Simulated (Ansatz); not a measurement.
H2TeSO (SMILES SO[TeH]), singlet: a trajectory.

in.yaml

```yaml
crystal:
  periodic: [false, false, false]
  atoms:
    - {symbol: S, position_ang: [-1.332370, -0.982770, -0.063200]}
    - {symbol: O, position_ang: [-0.381900, -0.056200, 0.878100]}
    - {symbol: Te, position_ang: [1.664530, 0.023050, 0.739160]}
    - {symbol: H, position_ang: [-1.522930, -0.103180, -1.069670]}
    - {symbol: H, position_ang: [1.572660, 1.119100, -0.484400]}
basis:
  gaussian: {orbitals: def2-SVP}
hamiltonian: {xc: lda}
md: {n_steps: 80, timestep: 0.75, temperature: 1500, ensemble: nvt_nose_hoover, seed: 189, initial_velocities: maxwell_boltzmann}
```

Launched with

```bash
ansatz run in.yaml --threads 2 --pin off --events-out ev --progress --plain --max-ram 3481MiB
```

What Ansatz 0.2.0 printed:

```
Functional definition: SPW92
  name "SPW92"
  cite "Dirac, Proc. Camb. Phil. Soc. 26, 376 (1930) doi:10.1017/S0305004100016108"
  cite "Slater, Phys. Rev. 81, 385 (1951) doi:10.1103/PhysRev.81.385"
  cite "Perdew & Wang, Phys. Rev. B 45, 13244 (1992) doi:10.1103/PhysRevB.45.13244"
  exchange = slater_x
  correlation = pw_c
784 factors; their error is unknown
mean field evaluation 1: about -20134.5812 eV, gradient 4.5e1 eV
mean field evaluation 2: about -20064.8667 eV, gradient 1.6e2 eV
mean field evaluation 4: about -20138.0678 eV, gradient 1.1e1 eV
mean field evaluation 8: about -20138.4880 eV, gradient 8.9e-2 eV
mean field evaluation 16: about -20138.4621 eV, gradient 5.0e-5 eV
mean field -20138.46213737 eV, -740.0748332085 hartree, gradient 5.0e-5 eV, S^2 0.000000; 0 other end points of the search recorded, 0 dependent functions left out
the calculation of the forces begins
reference -20138.46216162 eV, -740.0748340996 hartree; 25, 25 occupied and 43, 43 virtual orbitals, 784 factors
md step     0: t =     0.00 fs  T =  1500.0 K  F+E_penalty+E_count = -20138.46213737 eV  E_kin = 0.581670 eV  conserved = -20137.88046738 eV  (26 SCF iters)
md step     1: t =     0.75 fs  T =  1454.2 K  F+E_penalty+E_count = -20138.44394686 eV  E_kin = 0.563928 eV  conserved = -20137.88001939 eV  (28 SCF iters)
md step     2: t =     1.50 fs  T =  1417.8 K  F+E_penalty+E_count = -20138.42953713 eV  E_kin = 0.549786 eV  conserved = -20137.87975330 eV  (27 SCF iters)
md step     3: t =     2.25 fs  T =  1401.2 K  F+E_penalty+E_count = -20138.42327828 eV  E_kin = 0.543376 eV  conserved = -20137.87991009 eV  (28 SCF iters)
md step     4: t =     3.00 fs  T =  1399.9 K  F+E_penalty+E_count = -20138.42327183 eV  E_kin = 0.542866 eV  conserved = -20137.88042322 eV  (28 SCF iters)
md step     5: t =     3.75 fs  T =  1396.0 K  F+E_penalty+E_count = -20138.42226692 eV  E_kin = 0.541358 eV  conserved = -20137.88093933 eV  (28 SCF iters)
md step     6: t =     4.50 fs  T =  1371.0 K  F+E_penalty+E_count = -20138.41273765 eV  E_kin = 0.531650 eV  conserved = -20137.88113504 eV  (28 SCF iters)
md step     7: t =     5.25 fs  T =  1317.4 K  F+E_penalty+E_count = -20138.39174761 eV  E_kin = 0.510880 eV  conserved = -20137.88093784 eV  (28 SCF iters)
md step     8: t =     6.00 fs  T =  1242.6 K  F+E_penalty+E_count = -20138.36225643 eV  E_kin = 0.481863 eV  conserved = -20137.88049140 eV  (28 SCF iters)
md step     9: t =     6.75 fs  T =  1163.8 K  F+E_penalty+E_count = -20138.33114807 eV  E_kin = 0.451282 eV  conserved = -20137.87999911 eV  (28 SCF iters)
md step    10: t =     7.50 fs  T =  1100.4 K  F+E_penalty+E_count = -20138.30616546 eV  E_kin = 0.426727 eV  conserved = -20137.87961583 eV  (28 SCF iters)
md step    11: t =     8.25 fs  T =  1068.2 K  F+E_penalty+E_count = -20138.29342622 eV  E_kin = 0.414233 eV  conserved = -20137.87942529 eV  (28 SCF iters)
md step    12: t =     9.00 fs  T =  1074.9 K  F+E_penalty+E_count = -20138.29598521 eV  E_kin = 0.416825 eV  conserved = -20137.87946044 eV  (29 SCF iters)
md step    13: t =     9.75 fs  T =  1118.9 K  F+E_penalty+E_count = -20138.31323966 eV  E_kin = 0.433902 eV  conserved = -20137.87972002 eV  (29 SCF iters)
md step    14: t =    10.50 fs  T =  1189.5 K  F+E_penalty+E_count = -20138.34094471 eV  E_kin = 0.461257 eV  conserved = -20137.88017007 eV  (29 SCF iters)
md step    15: t =    11.25 fs  T =  1268.0 K  F+E_penalty+E_count = -20138.37183360 eV  E_kin = 0.491708 eV  conserved = -20137.88072521 eV  (30 SCF iters)
md step    16: t =    12.00 fs  T =  1332.2 K  F+E_penalty+E_count = -20138.39708200 eV  E_kin = 0.516586 eV  conserved = -20137.88122879 eV  (30 SCF iters)
md step    17: t =    12.75 fs  T =  1362.3 K  F+E_penalty+E_count = -20138.40884346 eV  E_kin = 0.528255 eV  conserved = -20137.88146644 eV  (30 SCF iters)
md step    18: t =    13.50 fs  T =  1349.5 K  F+E_penalty+E_count = -20138.40353085 eV  E_kin = 0.523300 eV  conserved = -20137.88126007 eV  (27 SCF iters)
md step    19: t =    14.25 fs  T =  1302.0 K  F+E_penalty+E_count = -20138.38434247 eV  E_kin = 0.504893 eV  conserved = -20137.88063353 eV  (30 SCF iters)
md step    20: t =    15.00 fs  T =  1243.2 K  F+E_penalty+E_count = -20138.36066023 eV  E_kin = 0.482099 eV  conserved = -20137.87990011 eV  (29 SCF iters)
md step    21: t =    15.75 fs  T =  1199.8 K  F+E_penalty+E_count = -20138.34326343 eV  E_kin = 0.465268 eV  conserved = -20137.87949332 eV  (29 SCF iters)
md step    22: t =    16.50 fs  T =  1186.3 K  F+E_penalty+E_count = -20138.33797296 eV  E_kin = 0.460013 eV  conserved = -20137.87962279 eV  (28 SCF iters)
md step    23: t =    17.25 fs  T =  1197.4 K  F+E_penalty+E_count = -20138.34260662 eV  E_kin = 0.464321 eV  conserved = -20137.88012525 eV  (29 SCF iters)
md step    24: t =    18.00 fs  T =  1213.9 K  F+E_penalty+E_count = -20138.34936136 eV  E_kin = 0.470733 eV  conserved = -20137.88065722 eV  (29 SCF iters)
md step    25: t =    18.75 fs  T =  1215.2 K  F+E_penalty+E_count = -20138.34995020 eV  E_kin = 0.471219 eV  conserved = -20137.88096100 eV  (29 SCF iters)
md step    26: t =    19.50 fs  T =  1189.0 K  F+E_penalty+E_count = -20138.33960124 eV  E_kin = 0.461077 eV  conserved = -20137.88096303 eV  (28 SCF iters)
md step    27: t =    20.25 fs  T =  1135.3 K  F+E_penalty+E_count = -20138.31831235 eV  E_kin = 0.440239 eV  conserved = -20137.88072515 eV  (28 SCF iters)
md step    28: t =    21.00 fs  T =  1063.6 K  F+E_penalty+E_count = -20138.28994670 eV  E_kin = 0.412444 eV  conserved = -20137.88036777 eV  (29 SCF iters)
md step    29: t =    21.75 fs  T =   988.7 K  F+E_penalty+E_count = -20138.26034368 eV  E_kin = 0.383409 eV  conserved = -20137.88001250 eV  (29 SCF iters)
md step    30: t =    22.50 fs  T =   925.5 K  F+E_penalty+E_count = -20138.23535808 eV  E_kin = 0.358895 eV  conserved = -20137.87975459 eV  (28 SCF iters)
md step    31: t =    23.25 fs  T =   884.9 K  F+E_penalty+E_count = -20138.21929702 eV  E_kin = 0.343150 eV  conserved = -20137.87965549 eV  (28 SCF iters)
md step    32: t =    24.00 fs  T =   871.4 K  F+E_penalty+E_count = -20138.21392102 eV  E_kin = 0.337917 eV  conserved = -20137.87973827 eV  (28 SCF iters)
md step    33: t =    24.75 fs  T =   882.2 K  F+E_penalty+E_count = -20138.21810209 eV  E_kin = 0.342101 eV  conserved = -20137.87997761 eV  (28 SCF iters)
md step    34: t =    25.50 fs  T =   908.3 K  F+E_penalty+E_count = -20138.22828402 eV  E_kin = 0.352238 eV  conserved = -20137.88028677 eV  (28 SCF iters)
md step    35: t =    26.25 fs  T =   938.4 K  F+E_penalty+E_count = -20138.23989786 eV  E_kin = 0.363906 eV  conserved = -20137.88052147 eV  (28 SCF iters)
md step    36: t =    27.00 fs  T =   964.2 K  F+E_penalty+E_count = -20138.24959663 eV  E_kin = 0.373907 eV  conserved = -20137.88053371 eV  (28 SCF iters)
md step    37: t =    27.75 fs  T =   985.8 K  F+E_penalty+E_count = -20138.25739346 eV  E_kin = 0.382282 eV  conserved = -20137.88029331 eV  (29 SCF iters)
md step    38: t =    28.50 fs  T =  1012.1 K  F+E_penalty+E_count = -20138.26691395 eV  E_kin = 0.392470 eV  conserved = -20137.87998714 eV  (28 SCF iters)
md step    39: t =    29.25 fs  T =  1053.4 K  F+E_penalty+E_count = -20138.28248800 eV  E_kin = 0.408496 eV  conserved = -20137.87992415 eV  (28 SCF iters)
md step    40: t =    30.00 fs  T =  1110.9 K  F+E_penalty+E_count = -20138.30465148 eV  E_kin = 0.430767 eV  conserved = -20137.88023947 eV  (28 SCF iters)
md step    41: t =    30.75 fs  T =  1171.8 K  F+E_penalty+E_count = -20138.32828872 eV  E_kin = 0.454390 eV  conserved = -20137.88071260 eV  (29 SCF iters)
md step    42: t =    31.50 fs  T =  1217.7 K  F+E_penalty+E_count = -20138.34584483 eV  E_kin = 0.472180 eV  conserved = -20137.88097247 eV  (29 SCF iters)
md step    43: t =    32.25 fs  T =  1237.1 K  F+E_penalty+E_count = -20138.35275645 eV  E_kin = 0.479736 eV  conserved = -20137.88084689 eV  (29 SCF iters)
md step    44: t =    33.00 fs  T =  1232.9 K  F+E_penalty+E_count = -20138.35019015 eV  E_kin = 0.478089 eV  conserved = -20137.88046026 eV  (28 SCF iters)
md step    45: t =    33.75 fs  T =  1217.9 K  F+E_penalty+E_count = -20138.34346893 eV  E_kin = 0.472296 eV  conserved = -20137.88007240 eV  (28 SCF iters)
md step    46: t =    34.50 fs  T =  1206.7 K  F+E_penalty+E_count = -20138.33835398 eV  E_kin = 0.467925 eV  conserved = -20137.87987285 eV  (28 SCF iters)
md step    47: t =    35.25 fs  T =  1207.6 K  F+E_penalty+E_count = -20138.33816367 eV  E_kin = 0.468269 eV  conserved = -20137.87989286 eV  (28 SCF iters)
md step    48: t =    36.00 fs  T =  1221.4 K  F+E_penalty+E_count = -20138.34310171 eV  E_kin = 0.473616 eV  conserved = -20137.88005432 eV  (28 SCF iters)
md step    49: t =    36.75 fs  T =  1243.2 K  F+E_penalty+E_count = -20138.35121356 eV  E_kin = 0.482104 eV  conserved = -20137.88026762 eV  (28 SCF iters)
md step    50: t =    37.50 fs  T =  1265.9 K  F+E_penalty+E_count = -20138.35961715 eV  E_kin = 0.490896 eV  conserved = -20137.88048997 eV  (28 SCF iters)
md step    51: t =    38.25 fs  T =  1281.3 K  F+E_penalty+E_count = -20138.36518598 eV  E_kin = 0.496877 eV  conserved = -20137.88070896 eV  (28 SCF iters)
md step    52: t =    39.00 fs  T =  1281.7 K  F+E_penalty+E_count = -20138.36486767 eV  E_kin = 0.497022 eV  conserved = -20137.88089087 eV  (28 SCF iters)
md step    53: t =    39.75 fs  T =  1261.3 K  F+E_penalty+E_count = -20138.35635475 eV  E_kin = 0.489111 eV  conserved = -20137.88093912 eV  (28 SCF iters)
md step    54: t =    40.50 fs  T =  1220.4 K  F+E_penalty+E_count = -20138.33962415 eV  E_kin = 0.473245 eV  conserved = -20137.88071983 eV  (28 SCF iters)
md step    55: t =    41.25 fs  T =  1169.8 K  F+E_penalty+E_count = -20138.31884711 eV  E_kin = 0.453633 eV  conserved = -20137.88018836 eV  (28 SCF iters)
md step    56: t =    42.00 fs  T =  1131.6 K  F+E_penalty+E_count = -20138.30276703 eV  E_kin = 0.438822 eV  conserved = -20137.87954142 eV  (28 SCF iters)
md step    57: t =    42.75 fs  T =  1130.8 K  F+E_penalty+E_count = -20138.30146629 eV  E_kin = 0.438499 eV  conserved = -20137.87918939 eV  (28 SCF iters)
md step    58: t =    43.50 fs  T =  1180.2 K  F+E_penalty+E_count = -20138.32023039 eV  E_kin = 0.457676 eV  conserved = -20137.87943060 eV  (28 SCF iters)
md step    59: t =    44.25 fs  T =  1270.5 K  F+E_penalty+E_count = -20138.35522554 eV  E_kin = 0.492662 eV  conserved = -20137.88014653 eV  (28 SCF iters)
md step    60: t =    45.00 fs  T =  1373.7 K  F+E_penalty+E_count = -20138.39523078 eV  E_kin = 0.532680 eV  conserved = -20137.88090810 eV  (28 SCF iters)
md step    61: t =    45.75 fs  T =  1459.1 K  F+E_penalty+E_count = -20138.42796231 eV  E_kin = 0.565809 eV  conserved = -20137.88134884 eV  (28 SCF iters)
md step    62: t =    46.50 fs  T =  1507.1 K  F+E_penalty+E_count = -20138.44571907 eV  E_kin = 0.584429 eV  conserved = -20137.88136777 eV  (28 SCF iters)
md step    63: t =    47.25 fs  T =  1514.3 K  F+E_penalty+E_count = -20138.44726698 eV  E_kin = 0.587196 eV  conserved = -20137.88104982 eV  (28 SCF iters)
md step    64: t =    48.00 fs  T =  1490.7 K  F+E_penalty+E_count = -20138.43673311 eV  E_kin = 0.578068 eV  conserved = -20137.88054338 eV  (28 SCF iters)
md step    65: t =    48.75 fs  T =  1454.8 K  F+E_penalty+E_count = -20138.42135935 eV  E_kin = 0.564124 eV  conserved = -20137.87999929 eV  (28 SCF iters)
md step    66: t =    49.50 fs  T =  1426.4 K  F+E_penalty+E_count = -20138.40907142 eV  E_kin = 0.553126 eV  conserved = -20137.87958098 eV  (28 SCF iters)
md step    67: t =    50.25 fs  T =  1420.9 K  F+E_penalty+E_count = -20138.40594411 eV  E_kin = 0.551011 eV  conserved = -20137.87943690 eV  (28 SCF iters)
md step    68: t =    51.00 fs  T =  1443.3 K  F+E_penalty+E_count = -20138.41394473 eV  E_kin = 0.559674 eV  conserved = -20137.87965291 eV  (27 SCF iters)
md step    69: t =    51.75 fs  T =  1485.0 K  F+E_penalty+E_count = -20138.42974253 eV  E_kin = 0.575847 eV  conserved = -20137.88018261 eV  (27 SCF iters)
md step    70: t =    52.50 fs  T =  1526.3 K  F+E_penalty+E_count = -20138.44548413 eV  E_kin = 0.591864 eV  conserved = -20137.88084298 eV  (29 SCF iters)
md step    71: t =    53.25 fs  T =  1543.2 K  F+E_penalty+E_count = -20138.45161356 eV  E_kin = 0.598424 eV  conserved = -20137.88136798 eV  (28 SCF iters)
md step    72: t =    54.00 fs  T =  1517.8 K  F+E_penalty+E_count = -20138.44094163 eV  E_kin = 0.588582 eV  conserved = -20137.88149385 eV  (29 SCF iters)
md step    73: t =    54.75 fs  T =  1448.1 K  F+E_penalty+E_count = -20138.41256894 eV  E_kin = 0.561542 eV  conserved = -20137.88109081 eV  (28 SCF iters)
md step    74: t =    55.50 fs  T =  1351.9 K  F+E_penalty+E_count = -20138.37360596 eV  E_kin = 0.524240 eV  conserved = -20137.88031303 eV  (28 SCF iters)
md step    75: t =    56.25 fs  T =  1260.3 K  F+E_penalty+E_count = -20138.33656176 eV  E_kin = 0.488733 eV  conserved = -20137.87960912 eV  (27 SCF iters)
md step    76: t =    57.00 fs  T =  1200.9 K  F+E_penalty+E_count = -20138.31253317 eV  E_kin = 0.465685 eV  conserved = -20137.87942586 eV  (28 SCF iters)
md step    77: t =    57.75 fs  T =  1181.7 K  F+E_penalty+E_count = -20138.30466741 eV  E_kin = 0.458224 eV  conserved = -20137.87980641 eV  (27 SCF iters)
md step    78: t =    58.50 fs  T =  1189.5 K  F+E_penalty+E_count = -20138.30749371 eV  E_kin = 0.461279 eV  conserved = -20137.88037360 eV  (28 SCF iters)
md step    79: t =    59.25 fs  T =  1203.3 K  F+E_penalty+E_count = -20138.31234711 eV  E_kin = 0.466599 eV  conserved = -20137.88072520 eV  (27 SCF iters)
md step    80: t =    60.00 fs  T =  1208.1 K  F+E_penalty+E_count = -20138.31341506 eV  E_kin = 0.468495 eV  conserved = -20137.88073594 eV  (27 SCF iters)
Total energy: -20138.31344001 eV, -740.0693686814 hartree
Atom 0 at    -1.269835    -0.847860    -0.140812 Å, force    -0.004872    -0.267409     0.085560 eV/Å
Atom 1 at    -0.256573    -0.343828     1.109218 Å, force    -1.618190     0.114958    -0.290860 eV/Å
Atom 2 at     1.628928     0.042739     0.712841 Å, force     1.690731    -1.007413     0.395321 eV/Å
Atom 3 at    -1.606684     0.333258    -0.790181 Å, force     0.229116     0.010169     0.361520 eV/Å
Atom 4 at     2.185000    -1.535413     1.367905 Å, force    -0.296785     1.149695    -0.551540 eV/Å
Dipole moment:     0.172392     0.156396    -0.265983 e Å

[the SCF lines of later steps are left out]
```

The lines “mean field evaluation” count trial sets of orbitals through the whole run, from several starts and some on an approximate energy, so they need not fall steadily or lie above the final value.

Hardware: 2 CPU threads of an Arm Neoverse V2, shared host. Wall time about 37 s.
